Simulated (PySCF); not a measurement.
Frontier orbitals and the lowest excitations

Compound: C4H10NPSi2.
Z-matrix (Å and degrees, PBE0-D3(BJ)/def2-SVP geometry), rows numbered from 1:
```
C 
N   1  1.4489
C   2  1.3562  1  123.02
P   3  1.7241  2  113.66  1   178.00
C   4  1.7786  3   88.82  2    -0.15
Si  5  1.8683  4  120.97  3   179.62
C   2  1.3766  1  122.90  3   177.68
Si  7  1.8749  2  122.16  1     1.75
H   1  1.1011  2  110.98  3  -108.53
H   1  1.0999  2  110.55  3   130.57
H   1  1.0963  2  109.38  3    11.38
H   3  1.0912  2  118.08  1    -2.02
H   6  1.4966  5  112.09  4   120.85
H   6  1.4935  5  107.73  4     1.43
H   6  1.4966  5  112.08  4  -118.00
H   8  1.4965  7  111.40  2   -61.52
H   8  1.4891  7  107.58  2   178.32
H   8  1.4967  7  111.40  2    58.33
```

Computed, not measured: TDDFT PBE0/def2-SVPD, vertical, gas phase, core orbitals frozen in the response (PySCF).

Frontier orbitals with the atoms that hold most of them (Löwdin shares over 4%, at most four atoms; ? is withheld):

| orbital | ε (eV) | atoms |
| --- | --- | --- |
| HOMO-3 | -8.91 | Si6 21%, C5 20%, P4 17%, C3 12% |
| HOMO-2 | -7.77 | P4 62%, C5 14%, C3 8%, C7 6% |
| HOMO-1 | -7.22 | ? |
| HOMO | ? | ? |
| LUMO | -0.64 | N2 17%, C3 16%, C7 15%, C5 12% |
| LUMO+1 | -0.35 | P4 38%, C5 20%, C3 16%, C7 7% |
| LUMO+2 | 0.20 | Si8 21%, C1 17%, H16 7%, H18 6% |

**Question.** Give the leading atoms of the HOMO-1.

**Answer.** C5 (bonded to C, P and Si) 32%; N2 (bonded to 3 C) 16%; C7 (bonded to C, N and Si) 15%; P4 (bonded to 2 C) 8%. By element: carbon 47% or more, nitrogen 16%, phosphorus 8%.

**Question.** Which atoms hold the HOMO, and with what shares?

**Answer.** P4 (bonded to 2 C) 33%; C3 (bonded to N, P and H) 26%; C7 (bonded to C, N and Si) 14%; N2 (bonded to 3 C) 12%. By element: carbon 40% or more, phosphorus 33%, nitrogen 12%.

**Question.** What is the HOMO energy, and the HOMO–LUMO gap?

**Answer.** ε(HOMO) = -6.53 eV; the gap is 5.89 eV (0.2165 hartree).

**Question.** The HOMO–LUMO gap is 5.89 eV. Where does the response calculation put the lowest singlet, and from which orbitals?

**Answer.** S1 is at 5.03 eV (f = 0.070), 0.86 eV below the gap, made of HOMO→LUMO (70%), HOMO→LUMO+1 (15%). Without the coupling terms of the response equations the lowest excitation would equal the gap.

**Question.** One configuration dominates each of S4 and S7. Which, and how do the shares of the two leading atoms of either orbital change from the occupied to the empty one?

**Answer.** 
- S4 (5.77 eV, f 0.0093), HOMO-2→LUMO (86%): P4 62% → at most 12%, C5 14% → 12%, N2 at most 7% → 17%, C3 8% → 16%
- S7 (6.09 eV, f 0.038), HOMO-2→LUMO+1 (77%): P4 62% → 38%, C5 14% → 20%
